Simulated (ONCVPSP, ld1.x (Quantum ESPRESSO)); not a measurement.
**Potentials for bismuth compared**

Generated with ld1.x 7.5 (TM, RRKJ, ultrasoft, PAW), atompaw 4.2 or ONCVPSP 4.0.1. The cutoff is in Ry: for ld1.x and atompaw files where the sum of valence levels is converged to 10 mRy in a Bessel basis, for ONCV files where the hardest occupied wave has 1 mHa per electron of residual kinetic energy. The error is the largest all-electron minus pseudo excitation energy over each file’s own four to seven test configurations (ionisations up to +4, promotions, holes and added fractions of an electron), all of which were solved. The labels leave out finer settings (local radius, basis sizes, second energies), which also bear on the numbers. Spin-polarised tests are not counted. The rows are a selection from randomly drawn settings: files with unsolved tests, undetermined cutoffs or missed reference levels are left out.

A true bound ghost makes a file unfit for plane-wave use even where its test errors are small: the radial tests pick states by their node count and pass the ghost by.

```tsv
potential	cutoff (Ry)	largest error (meV)	bound ghosts
TM semilocal, PBE, scalar-relativistic, rc 1.95/2.60 (sp), local s, core correction yes, reference 6s2 6p3	25	-868	none
ONCV, LDA (Perdew-Zunger), fully relativistic, rc 1.90/2.00 (sp), local smoothed, core correction yes, reference 6s2 6p3, qcut 2.7/3.8, projectors 1/1	41	-928	s
TM, PBE, scalar-relativistic, rc 1.45/1.85/1.40 (spd), local s, core correction yes, reference 5d10 6s2 6p3	90	-37	none
ONCV, BLYP, scalar-relativistic, rc 1.75/2.50/1.45 (spd), local smoothed, core correction yes, reference 5d10 6s2 6p3, qcut 3.2/2.8/11.8, projectors 3/2/2	53	-132	s, p
ONCV, Wu-Cohen, scalar-relativistic, rc 1.40/1.50/1.40 (spd), local smoothed, core correction no, reference 5s2 5p6 5d10 6s2 6p3, qcut 10.3/11.5/12.3, projectors 2/2/3	79	-22	none
ONCV, PBE, fully relativistic, rc 1.60/2.05/1.35 (spd), local smoothed, core correction no, reference 5d10 6s2 6p1, qcut 3.6/4.3/6.2, projectors 3/3/2	143	+5.3	s, p3/2, p1/2
ultrasoft, LDA (PZ), scalar-relativistic, rc 1.90/2.45/2.05 (spd), local smoothed, core correction no, reference 5d10 6s1.5 6p3.5	30	-256	none
```

(1) Fill in the row for Bi: ONCV, revPBE, scalar-relativistic, rc 1.65/2.30/1.85 (spd), local smoothed, core correction no, reference 5d10 6s1 6p4, qcut 3.5/3.1/7.1, projectors 2/3/1.

## Answers

(1) cutoff 187 Ry, largest error -90 meV, bound ghosts: s.
